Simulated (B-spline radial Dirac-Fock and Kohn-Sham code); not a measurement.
**The K (1s) hole of europium ions: width and yield against charge**

Method: independent-particle rates on relativistic LDA orbitals of the hole state (multipoles up to L = 3, Coulomb Auger matrix elements, transition energies from Dirac-Fock). Computed with a radial B-spline solver. Tabulated ground configurations, configuration averages; single configurations, so decays that open only by mixing (as 1s 2s² with 1s 2p² in Be-like ions) are missing and such tiny yields are far too low.

```csv
ion,configuration,radiative (eV),non-radiative (eV),yield
Eu,[Xe] 4f7 6s2,19.1,1.38,0.933
Eu⁺,[Xe] 4f7 6s1,19.1,1.38,0.933
Eu²⁺,[Xe] 4f7,19.1,1.38,0.933
Eu³⁺,[Xe] 4f6,19.1,1.38,0.933
Eu⁴⁺,[Xe] 4f5,19.1,1.38,0.933
Eu⁵⁺,[Kr] 4d10 4f5 5s2 5p5,19.1,1.38,0.933
Eu⁶⁺,[Kr] 4d10 4f5 5s2 5p4,19.1,1.38,0.933
Eu⁷⁺,[Kr] 4d10 4f5 5s2 5p3,19.1,1.38,0.933
```
